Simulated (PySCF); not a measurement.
Si(Cl)2(GeH3)(OH) (Cl2GeH4OSi), SMILES O[Si](Cl)(Cl)[GeH3]. Heavy atoms are numbered as in [OH:1][Si:2]([Cl:3])([Cl:4])[GeH3:5]. Hydrogens are named by the atom that carries them.

The structure is a stationary point at B3LYP-D3(BJ)/def2-SVP. The values are those of a single conformer.

The numbers are results of PBE/pcSseg-1 (PySCF), not measurements.

GIAO shieldings, no solvent; atoms alike by connectivity are averaged. δ = σ(ref) − σ: ¹⁷O against H2O (σ = 334.3 ppm); ²⁹Si against TMS (σ = 335.4 ppm); ³⁵Cl against HCl (σ = 936.5 ppm); ⁷³Ge against GeH4 (σ = 1614.4 ppm); ¹H against TMS (σ = 31.49 ppm), references at their B3LYP-D3(BJ)/def2-TZVP geometries, non-relativistic (without spin–orbit terms, shifts of atoms bonded to Cl or Br come out too high).

| nucleus | atoms | count | δ (ppm) |
|---|---|---|---|
| ¹⁷O | O1 (OH) | 1 | 117.2 |
| ²⁹Si | Si2 | 1 | 23.5 |
| ³⁵Cl | Cl3 | 2 | 198.0 |
| ⁷³Ge | Ge5 (GeH3) | 1 | 12.2 |
| ¹H | H on Ge5 | 3 | 4.09 |
| ¹H | H on O1 | 1 | 3.23 |
